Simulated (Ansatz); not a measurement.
Consider the hydrogenolysis of the Si–C bond: `C=C[SiH2][SiH2]S` + H₂ → `[SiH3][SiH2]S` + ethylene.

Gas-phase electronic energies from Ansatz, PBE0-D4/def2-TZVP geometries. CBS: MP2 limit from def2 TZ/QZ plus the TZ coupled-cluster correction, frozen cores. This one scheme is used for every species. Functionals use def2-TZVPP. B3LYP here is the variant with VWN-RPA as its local correlation; programs differ in this. Each species was taken in one conformer, which may not be the lowest.

`C=C[SiH2][SiH2]S`:

Cartesian coordinates in Å:
```
C -2.196 -0.151 0.248
C -1.202 0.731 0.326
Si 0.185 0.825 -0.915
Si 2.037 -0.239 0.046
S 1.389 -2.181 0.687
H -2.281 -0.844 -0.585
H -2.973 -0.213 1.004
H -1.175 1.400 1.186
H 0.497 2.242 -1.253
H -0.209 0.091 -2.147
H 2.587 0.559 1.179
H 3.138 -0.485 -0.920
H 0.204 -1.735 1.144
```

H₂:

```xyz
2

H    -0.314   -0.109   -0.170
H     0.314    0.109    0.170
```

`[SiH3][SiH2]S`:

Z-matrix (Å, degrees):
```
Si
Si 1 2.338
H 1 1.487 2 109.5
H 1 1.486 2 110.0 3 119.9
H 1 1.486 2 110.0 3 -119.8
S 2 2.143 1 106.2 3 -179.6
H 2 1.488 1 110.6 3 60.1
H 2 1.488 1 110.6 3 -59.3
H 6 1.344 2 95.4 1 -179.6
```

`C=C`:

Z-matrix (Å, degrees):
```
C
C 1 1.323
H 1 1.085 2 121.7
H 1 1.085 2 121.7 3 -180.0
H 2 1.085 1 121.7 3 -0.0
H 2 1.085 1 121.7 3 -180.0
```

CCSD(T)/CBS gives -3.8 kcal/mol.

Problem. Another level gave -7.7 kcal/mol. Which?
A. SCS-MP2/def2-TZVPP
B. MP2/def2-TZVPP
C. B3LYP/def2-TZVPP
D. PBE0/def2-TZVPP

Solution. C. B3LYP -7.7, SCS-MP2/def2-TZVPP -4.4, PBE0 -5.8, MP2/def2-TZVPP -2.4 kcal/mol.

Largest T1 diagnostic among the species: 0.012.

In def2-TZVPP, CCSD(T) changes the Hartree–Fock value by +7.0 kcal/mol (the triples alone add +1.6 kcal/mol) and MP2 by +9.3 kcal/mol. The D4 term adds +3.7 kcal/mol with B3LYP and +2.2 kcal/mol with PBE0; it sums over pairs of atoms, weighted by their polarisabilities, and B3LYP, whose exchange is more repulsive, gets the larger term.
